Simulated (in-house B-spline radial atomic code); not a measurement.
A fraction x of an electron is removed from 2p in Mg2+, starting from [He] 2s2 2p6 and keeping the highest spin. Level of theory: scalar-relativistic (X2C) Hartree-Fock with fractional occupations, spin-polarised, spherical fractional occupations, Fermi nucleus of rms radius 3.057 fm; calculated with an all-electron radial atomic-structure program (B-spline basis).

Caution: exact exchange at fractional occupations of open shells leaves self-interaction of up to several eV.

```csv
x,E(x) - E(0) (eV),2p down level (eV)
0,0.0000,-81.784
0.09,7.4268,-83.258
0.23,19.2449,-85.577
0.28,23.5446,-86.413
0.39,33.1519,-88.268
0.5,42.9642,-90.141
0.53,45.6761,-90.655
0.71,62.2736,-93.770
0.76,66.9839,-94.644
0.89,79.4361,-96.933
1,90.2062,-98.890
```

The exact functional would give a straight line between the two integer points. Deviations E(x) - E(0) - x[E(1) - E(0)], in eV: -0.692 at x = 0.09, -1.503 at x = 0.23, -1.713 at x = 0.28, -2.029 at x = 0.39, -2.139 at x = 0.5, -2.133 at x = 0.53, -1.773 at x = 0.71, -1.573 at x = 0.76, -0.847 at x = 0.89.

The curve lies below the straight line by up to 2.139 eV (at x = 0.5): with spherically averaged exact exchange in an open shell, this holds the self-interaction named above.

Task: How well does Slater's transition state (minus the level at half occupation) give the ionisation energy?

Result: It gives 90.141 eV against 90.206 eV from the two total energies; NIST lists 80.14 eV, ground level to ground level. The end point has an open shell averaged over its orbitals, so its exact exchange keeps a self-interaction and this is no true integer point.
